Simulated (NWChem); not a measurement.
Species: C$_{4}$H$_{7}$ cation

```xyz
11

C     -1.1552     0.8111     0.0014
C     -0.0004     0.0375    -0.0031
C      1.1754     0.7792     0.0030
C     -0.0176    -1.4603    -0.0061
H     -2.1526     0.3545     0.0336
H     -1.1088     1.9060    -0.0192
H      2.1601     0.2954     0.0364
H      1.1594     1.8750    -0.0177
H     -0.9558    -1.8527     0.4073
H      0.0773    -1.8341    -1.0384
H      0.8197    -1.8704     0.5748
```
Atoms are numbered in this order, from 1.

Level: PBE0/def2-SVP (NWChem), optimised geometry, unscaled harmonic frequencies. 

```
frequency (cm⁻¹)  IR intensity (km/mol)
----------------  ---------------------
37                                  1.7
222                                 6.5
401                                 0.0
447                                 0.1
480                                14.3
646                                 0.2
877                                 4.3
967                                 0.8
1030                                0.8
1044                                1.1
1059                               20.1
1125                                2.9
1127                               20.1
1384                               12.4
1398                               83.4
1424                                9.8
1448                               42.1
1466                               12.6
1571                               27.4
1607                              176.5
3076                                3.4
3159                                7.4
3160                                9.4
3171                                3.2
3201                                1.5
3278                               11.1
3280                               19.6
```

The zero-point energy is 60.1 kcal/mol and the thermal correction to the enthalpy at 298.15 K (with zero-point energy) is 64.1 kcal/mol. The heat capacity Cv comes out as 17.9 cal/(mol K) and the entropy at 298.15 K and 1 atm (symmetry number 1) is 72.9 cal/(mol K).

Rigid rotor and harmonic oscillator; modes under 100 cm⁻¹ make the entropy uncertain.
